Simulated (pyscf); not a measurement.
PySCF, gas phase, ωB97X-D3(BJ)/def2-SVP geometries.

What is the homolytic dissociation enthalpy (298 K, ωB97M-D3(BJ)/def2-TZVP) of the N–Si bond of H₂N–Si(NH₂)(NH₂)–NH–GeH₃, to H₂N–Si•(NH₂)–NH₂ + •HN–GeH₃?

N–Si to H₂N–Si•(NH₂)–NH₂ + •HN–GeH₃: 491.7 kJ/mol. The 7 functionals that were run give +438.7 (PBE) to +497.0 kJ/mol (M06-2X). •HN–GeH₃ lies 119.4 kJ/mol over its isomer H₂N–GeH₂• (electronic energy, ωB97M-D3(BJ)/def2-TZVP). Other isomers of H₂N–Si•(NH₂)–NH₂ were not searched in full and may lie lower. Elements up to Kr have no core potential and no relativistic terms here.
